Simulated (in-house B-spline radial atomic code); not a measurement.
Values are calculated unless marked as measured or tabulated.
**Extrapolating the RPA correlation energy in partial waves: Sn⁴⁺**

All-electron RPA on r2SCAN orbitals from a B-spline radial code for spherical atoms, scalar-relativistic (spin-free one-electron X2C), finite nucleus, configuration [Kr] 4d10. With empty states up to angular momentum L the sums are:

```
L  E_c(L) (hartree)
4         -3.035425
5         -3.290594
6         -3.416160
7         -3.483388
8         -3.520044
```

For large l each further wave adds A/(l + 1/2)⁴, because the basis must build the cusp where two electrons meet.

Question: Estimate the limit from L = 7 and L = 8.

Answer: Wave 8 adds -0.036656, against a sum of (l + 1/2)⁻⁴ of 1.91569e-04, so A = -191.35. The sum over l > 8 is ζ(4, 9.5) = 4.5445e-04, close to 1/(3 × 9³) = 4.5725e-04. The tail is -0.086958 and the limit -3.60700 hartree.

Question: How good is the estimate?

Answer: A run to L = 11 sums to -3.56407 and extrapolates to -3.59388 hartree, 2.35 millihartree from the run before, so it has not settled and is itself too deep. The estimate differs from that by -13.12 millihartree, while the bare sum at L = 8 misses 73.8 millihartree (2.1 %).
